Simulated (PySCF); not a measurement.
# Radial density of Li⁺ (lithium, charge +1)

PBE0, 1s2, closed-shell 1S. All numbers are calculated (PySCF 2.14, the spin-free X2C one-electron Hamiltonian (Gaussian nucleus), in cc-pVTZ-DK).

```csv
r (bohr),4πr²ρ (e/bohr)
0.00985,0.01580
0.0166,0.04270
0.0279,0.1127
0.0469,0.2844
0.0788,0.6659
0.133,1.374
0.223,2.313
0.375,2.802
0.631,2.013
1.06,0.6268
1.78,0.05064
3.00,0.0005769
```

Densities and radii are taken from the X2C orbitals without a picture-change correction, which distorts them close to the nucleus.
